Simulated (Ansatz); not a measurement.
`ClC[SiH2][SbH2]`. Total charge 0; spin multiplicity 1. Sb takes the def2 core potential. The structure was optimised at the PBE0-D4/def2-TZVP level. It is one conformer, not always the lowest.

```xyz
10

Cl   -1.979   -0.909    0.832
C    -0.314   -1.290    0.322
Si    0.310   -0.024   -0.935
Sb    0.526    2.359    0.000
H     0.309   -1.309    1.216
H    -0.328   -2.292   -0.111
H     1.658   -0.471   -1.391
H    -0.609   -0.022   -2.103
H    -0.961    2.205    0.822
H     1.389    1.754    1.347
```

(1) What is the dipole moment at ωB97M-V/def2-TZVPP? (Best estimate.)

(2) And with PBE, r2SCAN, B3LYP? (Best estimate.)

(3) Give the Mulliken charges with ωB97M-V, B3LYP, PBE in def2-TZVPP. (Best estimate.)

Results:

(1) The calculation gave: 1.48 D, with components (1.37, -0.42, -0.37) D in this frame, pointing from negative to positive charge.

(2) Computed: PBE 1.38 D, r2SCAN 1.49 D, B3LYP 1.49 D.

(3) The calculation gave: 
```
atom  ωB97M-V  B3LYP    PBE
 Cl1    -0.12  -0.16  -0.14
  C2    -0.27  -0.19  -0.17
 Si3     0.10   0.15   0.08
 Sb4     0.13   0.24   0.21
  H5     0.15   0.13   0.13
  H6     0.15   0.13   0.14
  H7    -0.02  -0.07  -0.06
  H8    -0.01  -0.06  -0.04
  H9    -0.04  -0.08  -0.06
 H10    -0.07  -0.10  -0.08
```

B3LYP here is the variant with VWN-RPA as its local correlation; programs differ in this.
